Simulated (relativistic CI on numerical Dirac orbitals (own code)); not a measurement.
# Crystal-field levels of V⁴⁺, 3d

Calculated by Dirac-Coulomb-Breit CI, KLI orbitals optimised for each configuration, model QED, valence Slater integrals scaled by 0.75, one configuration in a parametric crystal field (own radial code).

Field parameters in Wybourne normalisation: Td as Oh with Dq negative (B⁴₀ = 21Dq, B⁴₄ = √(5/14) B⁴₀). The field is a parameter set, without covalency.

S is read from ⟨S²⟩ = S(S + 1).

Levels (cm⁻¹, degeneracy): 0 (4), 4519 (4), 4855 (2).

(1) Which field gives this pattern?
A. Td, 10Dq = -6250 cm⁻¹
B. Td, 10Dq = -11200 cm⁻¹
C. Td, 10Dq = -12000 cm⁻¹
D. Td, 10Dq = -4600 cm⁻¹

Answers

(1) D. Td, 10Dq = -4600 cm⁻¹, ground level with S = 0.50.
